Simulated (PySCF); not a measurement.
H3BF3NO2Si, SMILES F[Si](F)(NB(O)O)F (B3LYP/def2-SVP optimised geometry):

```
11

Si     1.539     0.590    -0.021
F      2.552     0.627     1.222
F      2.466     0.667    -1.327
F      0.652     1.941     0.023
N      0.472    -0.719     0.000
B     -0.984    -0.719     0.000
O     -1.590    -1.941     0.000
O     -1.743     0.413     0.000
H      0.873    -1.655     0.003
H     -2.552    -1.863     0.002
H     -1.242     1.240     0.010
```

Level of theory: B3LYP/def2-TZVP run with PySCF.

### Question
What are the frontier orbital energies and the dipole moment?

### Answer
HOMO-2 -10.45 eV, HOMO-1 -9.29 eV, HOMO -8.64 eV, LUMO -0.18 eV, LUMO+1 0.91 eV; dipole moment 1.25 D.

On the same geometry PySCF with PBE/def2-TZVP gives HOMO-2 -8.90 eV, HOMO-1 -7.82 eV, HOMO -7.35 eV, LUMO -0.71 eV, LUMO+1 0.39 eV; dipole moment 1.23 D.

Meta-Löwdin charges at B3LYP/def2-TZVP: Si1 1.72, F2 -0.49, F3 -0.49, F4 -0.49, N5 -0.65, B6 0.50, O7 -0.54, O8 -0.54, H9 0.27, H10 0.36, H11 0.36.
